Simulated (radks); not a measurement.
Species: Sn I. Configuration: [Kr] 4d10 5s2 5p2.

Calculated with a radial shooting solver on a logarithmic mesh with Libxc functionals: scalar-relativistic Kohn-Sham, PBE, spin-polarised, spherical densities, point nucleus; open shells are filled with parallel spins first (spin-orbit coupling, left out, can overturn this in heavy ions); hard spherical wall at 7 bohr.

Energy parts (hartree):
| part | energy |
|---|---|
| total | -6177.21047 |
| kinetic | 6449.70507 |
| electron-nucleus | -14939.27610 |
| Hartree | 2477.18384 |
| exchange-correlation | -164.82328 |

Orbitals (lengths in bohr, moments of r in powers of bohr; r(max) is where P^2 peaks):
| orbital | occ. | eigenvalue (hartree) | r(max) |
|---|---|---|---|
| 1s up | 1 | -1066.224 | 0.01877 |
| 1s down | 1 | -1066.222 | 0.01877 |
| 2s up | 1 | -160.9349 | 0.1061 |
| 2s down | 1 | -160.9346 | 0.1061 |
| 2p up | 3 | -144.4657 | 0.08495 |
| 2p down | 3 | -144.4649 | 0.08495 |
| 3s up | 1 | -31.03183 | 0.3075 |
| 3s down | 1 | -31.03086 | 0.3075 |
| 3p up | 3 | -25.65036 | 0.3009 |
| 3p down | 3 | -25.64925 | 0.3010 |
| 3d up | 5 | -17.36751 | 0.2511 |
| 3d down | 5 | -17.36651 | 0.2511 |
| 4s up | 1 | -4.89241 | 0.7455 |
| 4s down | 1 | -4.89015 | 0.7456 |
| 4p up | 3 | -3.26711 | 0.7884 |
| 4p down | 3 | -3.26463 | 0.7885 |
| 4d up | 5 | -0.92255 | 0.8871 |
| 4d down | 5 | -0.91602 | 0.8867 |
| 4f up | 0 | 0.32424 | 4.547 |
| 4f down | 0 | 0.36462 | 4.609 |
| 5s up | 1 | -0.38527 | 2.036 |
| 5s down | 1 | -0.33900 | 2.003 |
| 5p up | 2 | -0.13164 | 2.567 |
| 5p down | 0 | -0.08087 | 2.539 |
| 5d up | 0 | 0.14103 | 3.976 |
| 5d down | 0 | 0.18468 | 4.100 |
| 6s up | 0 | 0.13928 | 4.714 |
| 6s down | 0 | 0.17256 | 4.719 |

The highest occupied level is 5p up at -3.582 eV. Summed over all electrons, <r^2> = 57.01 bohr^2, which gives a Langevin (diamagnetic) susceptibility term of -45.2 x 10^-6 cm^3/mol.
